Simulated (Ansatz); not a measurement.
Start from `CB(S)O[SiH3]` and change one atom or group to get `CB(S)CF`.

Ansatz, PBE0-D4/def2-TZVP geometries, multiplicity 1. Each molecule was computed in one conformer, which needn't be the lowest.

```
                                          property  `CB(S)O[SiH3]`
              HOMO–LUMO gap (PBE0/def2-TZVPP) / eV            7.72
                HOMO energy (PBE0/def2-TZVPP) / eV           -7.71
  size of the dipole moment (B3LYP/def2-TZVPP) / D            1.14
size of the dipole moment (ωB97M-V/def2-TZVPP) / D            1.12
                LUMO energy (PBE0/def2-TZVPP) / eV            0.01
               LUMO energy (B3LYP/def2-TZVPP) / eV           -0.21
```

Task: What does the change do to each property? (Best estimate.)

Result: Computed: 
| property | `CB(S)CF` | shift |
| --- | --- | --- |
| HOMO–LUMO gap (PBE0/def2-TZVPP) / eV | 7.41 | -0.31 |
| HOMO energy (PBE0/def2-TZVPP) / eV | -8.10 | -0.39 |
| size of the dipole moment (B3LYP/def2-TZVPP) / D | 1.27 | 0.13 |
| size of the dipole moment (ωB97M-V/def2-TZVPP) / D | 1.25 | 0.13 |
| LUMO energy (PBE0/def2-TZVPP) / eV | -0.68 | -0.69 |
| LUMO energy (B3LYP/def2-TZVPP) / eV | -0.88 | -0.67 |

With PBE0 the HOMO falls by 0.39 eV and the LUMO falls by 0.69 eV, so the gap narrows by about 0.30 eV. PBE moves the HOMO by -0.37 eV and ωB97M-V by -0.38 eV. Dipoles are sizes alone; their direction can turn.

B3LYP here is the variant with VWN-RPA as its local correlation; programs differ in this.
